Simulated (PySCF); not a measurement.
wavenumber (cm⁻¹), absorption (km/mol per cm⁻¹) and a bar:
```
        0      0.005 
        9      0.006 
       19      0.007 
       28      0.008 
       37      0.010 
       46      0.012 
       56      0.017 
       65      0.028 
       74      0.056 
       84      0.165 #
       93      0.338 ##
      102      0.108 #
      111      0.044 
      121      0.026 
      130      0.019 
      139      0.016 
      149      0.015 
      158      0.015 
      167      0.015 
      176      0.016 
      186      0.017 
      195      0.019 
      204      0.022 
      213      0.025 
      223      0.030 
      232      0.037 
      241      0.046 
      251      0.059 
      260      0.081 #
      269      0.118 #
      278      0.189 #
      288      0.354 ###
      297      0.865 ######
      306      2.977 ######################
      316      2.553 ###################
      325      0.761 ######
      334      0.331 ##
      343      0.187 #
      353      0.126 #
      362      0.097 #
      371      0.083 #
      381      0.079 #
      390      0.082 #
      399      0.095 #
      408      0.122 #
      418      0.177 #
      427      0.299 ##
      436      0.634 #####
      446      1.948 ##############
      455      4.091 ##############################
      464      1.268 #########
      473      0.470 ###
      483      0.236 ##
      492      0.142 #
      501      0.095 #
      510      0.068 
      520      0.051 
      529      0.040 
      538      0.033 
      548      0.027
```

This is the computed harmonic infrared spectrum of singlet LaSCl, Lorentzian lines of 14 cm⁻¹ full width. Level of theory: PBE0/[La def2-TZVP with ECP46, S def2-TZVP, Cl def2-TZVP], scalar-relativistic core potentials, density fitting, no spin–orbit coupling, PySCF.

Q: Which bands make it up, and how are they assigned?

A: In Cs symmetry, counting bands above 1 % of the strongest: 91 cm⁻¹ (a', bend, 7.7 km/mol); 310 cm⁻¹ (a', stretch, 87 km/mol); 453 cm⁻¹ (a', stretch, 94 km/mol).

Other isomers or separated fragments may lie lower.
